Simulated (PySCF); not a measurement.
Field gradients from PBE0/pcSseg-1 densities (PySCF, non-relativistic) at GFN2-xTB geometries, isolated species, one conformer each; χzz is the principal value of largest magnitude, with Q(35Cl) = −0.0817 b, Q(14N) = 0.02044 b. GFN2-xTB bond lengths can be off by several hundredths of an ångström, more for odd bonds, and the gradients follow them. The small basis limits the accuracy of the gradients.

(1) Rank these 35Cl sites by the size of the quadrupole coupling, smallest first.
A. The alkyl chlorine of `C[SiH2]P[SiH2]C#CCCl`
B. The alkyl chlorine of `C=C1[C@@H](Cl)[SiH2]C[Si@@H]1P`
C. The chlorine bonded to C of `CC[C@H](C)C(=O)Cl`
D. The silicon-bound chlorine of `C=C/C(=C\[SiH3])[Si@H](P)Cl`

(2) These 14N couplings (χzz in MHz, η) are listed in rising order: (-5.439, 0.13); (-5.217, 0.80); (-4.928, 0.72). Assign them to: the primary amine nitrogen of `C=C1CC[C@@H]1CN`; N5 (C=N nitrogen) in `[NH2:1][Si@@H:2]1[CH2:3][CH:4]=[N:5]1`; the C=N nitrogen of `C=N[Si](Cl)(C#CC)C#CC`.

Answers

(1) D (41.86 MHz), C (60.38 MHz), B (74.15 MHz), A (82.13 MHz).

(2) -5.439 MHz, η 0.13: the primary amine nitrogen of `C=C1CC[C@@H]1CN`; -5.217 MHz, η 0.80: N5 (C=N nitrogen) in `[NH2:1][Si@@H:2]1[CH2:3][CH:4]=[N:5]1`; -4.928 MHz, η 0.72: the C=N nitrogen of `C=N[Si](Cl)(C#CC)C#CC`.

All sites together:

| nucleus | site | Vzz (au) | η | χzz (MHz) |
| --- | --- | --- | --- | --- |
| 35Cl | the alkyl chlorine of C=C1[C@@H](Cl)[SiH2]C[Si@@H]1P | 3.863 | 0.06 | -74.15 |
| 35Cl | the silicon-bound chlorine of C=C/C(=C\[SiH3])[Si@H](P)Cl | 2.181 | 0.03 | -41.86 |
| 35Cl | the chlorine bonded to C of CC[C@H](C)C(=O)Cl | 3.145 | 0.29 | -60.38 |
| 35Cl | the alkyl chlorine of C[SiH2]P[SiH2]C#CCCl | 4.279 | 0.02 | -82.13 |
| 14N | the primary amine nitrogen of C=C1CC[C@@H]1CN | -1.132 | 0.13 | -5.439 |
| 14N | N5 (C=N nitrogen) in [NH2:1][Si@@H:2]1[CH2:3][CH:4]=[N:5]1 | -1.086 | 0.80 | -5.217 |
| 14N | the C=N nitrogen of C=N[Si](Cl)(C#CC)C#CC | -1.026 | 0.72 | -4.928 |
